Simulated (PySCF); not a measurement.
C5H3Cl, SMILES C#CC=C=CCl.

Geometry: PBE-D3(BJ)/def2-SVP. This is a generated structure with no PubChem entry under its InChIKey; it may be hypothetical.

All values below come from PBE-D3(BJ)/def2-SVP (PySCF 2.14.0).

Frequencies are harmonic and unscaled.

Give all harmonic wavenumbers and intensities. (An estimate is asked for; the answer gives what the named calculation found.)


```
mode  ν (cm⁻¹)  IR (km/mol)  moving atoms (share of kinetic energy)
----  --------  -----------  --------------------------------------
1           80          0.4                         C 64 %, Cl 28 %
2          147          1.9                 C 70 %, H 20 %, Cl 10 %
3          204          1.2                 C 72 %, H 14 %, Cl 14 %
4          320          2.3                          C 83 %, H 17 %
5          427          6.0                  C 79 %, Cl 12 %, H 8 %
6          475          9.0                 C 71 %, H 16 %, Cl 13 %
7          585          9.0                                  C 93 %
8          628         36.0                          H 78 %, C 22 %
9          653         38.5                          H 79 %, C 21 %
10         727         31.7                          H 51 %, C 46 %
11         745         69.1                 C 72 %, Cl 15 %, H 13 %
12         835         19.0                          H 77 %, C 23 %
13         946         28.8                          C 88 %, H 11 %
14        1096          0.8                          H 75 %, C 25 %
15        1189         40.8                          H 84 %, C 16 %
16        1364         10.2                          C 77 %, H 23 %
17        1995         27.0                                  C 99 %
18        2149          0.5                           C 92 %, H 8 %
19        3028          0.7                                  H 92 %
20        3111          3.2                           H 92 %, C 8 %
21        3406         88.5                          H 86 %, C 14 %
```
